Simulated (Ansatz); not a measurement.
## Which level was it?

GeH3F has 5 atoms, charge 0, and is taken as a singlet. SMILES: `[H][Ge]([H])([H])[F]`. Geometry: a GFN2-xTB relaxation, a rough one for these elements and not checked as a minimum.

```xyz
5

Ge   -0.0013    0.0007   -0.1397
F     0.0103   -0.0182    1.5949
H     1.4486    0.0117   -0.4946
H    -0.7318    1.2607   -0.4655
H    -0.7258   -1.2550   -0.4950
```

Orbital energies are those of the mean-field step.

A calculation with Ansatz 0.2.0 gave:

| Property | Result |
| --- | --- |
| total energy | -2176.8629 Eh |
| dipole moment | 2.50 D |
| HOMO energy | -13.43 eV |
| LUMO energy | 2.52 eV |
| HOMO–LUMO gap | 15.95 eV |
| largest force | 1.083 eV/Å |

**Question.** Which of these levels gave the numbers?
A. wB97X/6-31G* (spherical functions)
B. BCCD(T)/6-311G* (density fitting with cc-pVTZ-jkfit, cc-pVTZ-rifit for correlation)
C. B3LYP/def2-SVP
D. HF/3-21G

**Answer.** B. The others give -2165.9974 Eh (HF/3-21G), -2178.3689 Eh (B3LYP/def2-SVP), -2178.3921 Eh (wB97X/6-31G* (spherical functions)).
